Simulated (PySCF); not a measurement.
## [Yb(OH)3]− at several levels of theory

Computed with PySCF 2.14.0 (density fitting, no spin-orbit coupling) at the geometry relaxed with PBE0:

```xyz
7
[Yb(OH)3]− (singlet in the valence; each metal's 4f electrons, 14 of them, lie in its core potential, out of spins and levels)
Yb    0.0000    0.0000    0.1428
O     2.1952    0.0000    0.1445
H     3.1524    0.0000    0.1469
O    -1.0976    1.9011    0.1445
H    -1.5762    2.7300    0.1469
O    -1.0976   -1.9011    0.1445
H    -1.5762   -2.7300    0.1469
```

```json
{"level": "PBE0", "basis": "Yb lcecp-0-SVP with ECP60, O def2-SVP, H def2-SVP", "state": "singlet", "HOMO (eV)": "–", "gap (eV)": "–", "charge on Yb1 (e)": "0.54", "population of f-type functions on Yb1 (polarisation alone where 4f lies in the core)": "0.02", "dipole about the centre of mass (D)": "0.00", "largest force component (eV/Å)": "0.01"}
{"level": "BLYP", "basis": "the same", "state": "singlet", "HOMO (eV)": "–", "gap (eV)": "–", "charge on Yb1 (e)": "0.27", "population of f-type functions on Yb1 (polarisation alone where 4f lies in the core)": "0.02", "dipole about the centre of mass (D)": "0.00", "largest force component (eV/Å)": "0.74"}
{"level": "PBE0", "basis": "Yb lcecp-0-TZVP with ECP60, O def2-TZVP, H def2-TZVP", "state": "singlet", "HOMO (eV)": "–", "gap (eV)": "–", "charge on Yb1 (e)": "1.13", "population of f-type functions on Yb1 (polarisation alone where 4f lies in the core)": "0.03", "dipole about the centre of mass (D)": "0.00", "largest force component (eV/Å)": "0.40"}
```

In the lcecp rows the 4f levels are missing from HOMO and gap, and the state counts the valence alone.

Charges are Mulliken's, which hang on the basis. The relaxation used the grid (50, 194), these runs (75, 302) or, all-electron (x2c bases, spin-free X2C Hamiltonian), (99, 590).

(1) What does TPSS with Yb lcecp-0-SVP with ECP60, O def2-SVP, H def2-SVP give here?

An lcecp potential fixes the number of 4f electrons, so in runs with it no electron can move into or out of that shell.

## Answers

(1) state singlet, charge on Yb1 (e) 0.41, population of f-type functions on Yb1 (polarisation alone where 4f lies in the core) 0.02, dipole about the centre of mass (D) 0.00, largest force component (eV/Å) 0.58. Time: 5.5 s on 2 threads of Arm Neoverse V1 (shared host), from an already converged density.
